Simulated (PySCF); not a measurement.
Te(I)(SiMe3), SMILES C[Si](C)(C)[Te]I (GFN2-xTB optimised geometry):

```
15

Te    -0.848    -1.846    -2.169
I     -3.517    -1.649    -1.816
Si    -0.264    -0.674     0.000
C     -0.950     1.103     0.000
C      1.633    -0.674     0.000
C     -0.949    -1.648     1.486
H     -0.688     1.622     0.917
H     -0.558     1.683    -0.832
H     -2.033     1.103    -0.080
H      2.033    -0.141    -0.858
H      2.033    -1.683    -0.018
H      2.009    -0.187     0.893
H     -0.556    -2.660     1.516
H     -2.033    -1.716     1.442
H     -0.689    -1.164     2.423
```

Level of theory: CAM-B3LYP/def2-TZVP, def2 effective core potentials past Kr in PySCF 2.14.0.

**Question.** What are the frontier orbital energies and the dipole moment?

**Answer.** HOMO-2 -9.36 eV, HOMO-1 -8.37 eV, HOMO -7.29 eV, LUMO -1.57 eV, LUMO+1 0.98 eV; dipole moment 2.74 D.

On the same geometry PySCF with PBE/def2-TZVP, def2 effective core potentials past Kr gives HOMO-2 -6.86 eV, HOMO-1 -6.12 eV, HOMO -5.07 eV, LUMO -3.29 eV, LUMO+1 -0.80 eV; dipole moment 2.60 D.
